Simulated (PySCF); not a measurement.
## As⁺ (arsenic, charge +1) across methods

[Ar] 3d10 4s2 4p1 4d1, one real determinant (an excited configuration). Calculation: PySCF 2.14, in aug-cc-pVQZ-DK (8s7p5d3f2g, 93 functions); the spin-free X2C one-electron Hamiltonian (Gaussian nucleus).

| method | E (hartree) | mean ε 4s β (eV) | mean ε 4p α (eV) | mean ε 4d α (eV) | Σ⟨r²⟩ (bohr²) | ⟨S²⟩ |
| --- | --- | --- | --- | --- | --- | --- |
| PBE0 | -2259.685 | -26.721 | -17.810 | -6.060 | 41.62 | 2.002 |
| BHandHLYP | -2259.928 | -28.057 | -18.953 | -6.251 | 42.49 | 2.003 |
| UHF | -2258.26142 | -29.321 | -21.338 | -6.781 | 44.53 | 2.007 |
| MN15 | -2261.440 | -27.217 | -18.423 | -6.150 | 40.81 | 2.002 |
| LDA | -2256.512 | -25.930 | -16.510 | -5.535 | 41.08 | 2.000 |
| PBE | -2259.658 | -25.515 | -16.453 | -5.655 | 41.14 | 2.001 |
| HSE06 | -2259.684 | -26.469 | -17.391 | -5.711 | 41.72 | 2.002 |
| r2SCAN | -2259.923 | -25.838 | -16.901 | -5.606 | 41.17 | 2.003 |
| B3LYP | -2260.006 | -26.789 | -17.472 | -5.938 | 41.76 | 2.001 |

⟨L²⟩ = 8.01 against 12 for a pure F term, so this real determinant mixes terms. The outer electron is Rydberg-like, and this basis confines it to a smaller radius and binds it less than a complete one would.
